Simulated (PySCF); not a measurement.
Cl2GaH2N, SMILES [NH2][Ga]([Cl])[Cl]. Heavy atoms are numbered as in [Ga:1]([Cl:2])([Cl:3])[NH2:4]. Hydrogens are named by the atom that carries them.

Coordinates come from a PBE0-D3(BJ)/def2-SVP optimisation. The structure was generated by enumeration; whether it is a known compound was not checked. One conformer was computed; it need not be the lowest.

Method: PBE/pcSseg-1 (PySCF).

GIAO shieldings, no solvent; atoms alike by connectivity are averaged. δ = σ(ref) − σ: ³⁵Cl against HCl (σ = 936.5 ppm); ¹⁵N against NH3 (σ = 267.0 ppm); ¹H against TMS (σ = 31.49 ppm), references at their B3LYP-D3(BJ)/def2-TZVP geometries, non-relativistic (without spin–orbit terms, shifts of atoms bonded to Cl or Br come out too high).

```tsv
nucleus	atoms	count	δ (ppm)
³⁵Cl	Cl2	2	48.7
¹⁵N	N4 (NH2)	1	56.8
¹H	H on N4	2	2.23
```
